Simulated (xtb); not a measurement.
singlet silylene (H2Si), singlet, geometry from GFN2-xTB. Base run: xtb with GFN2-xTB.

Geometry (Å):
```xyz
3

Si    -0.0067    -0.0028     0.1228
H      0.0478     1.1317    -0.8341
H      0.0456    -1.0928    -0.8846
```
All else is at xtb's defaults.
Base energy -2.66980 Eh.

The base run was repeated with changes; each row names its change, and settings that it needs were set with it.

```
change        ΔE vs base (kcal/mol)  HOMO-LUMO gap (eV)  dipole (D)  SCF cycles
------------  ---------------------  ------------------  ----------  ----------
base                          0.000                2.17        0.41          10
acc = 0.1                     0.000                2.17        0.41          12
file = coord                  0.000                2.17        0.41          10
acc = 1000                    0.001                2.17        0.42           6
alpb = thf                     0.96                2.20        0.30          10
etemp = 5000                  -3.28                2.08        0.27          10
```

ALPB and GBSA are two models with their own fitted parameters for each solvent, which aren't always the measured dielectric constant.
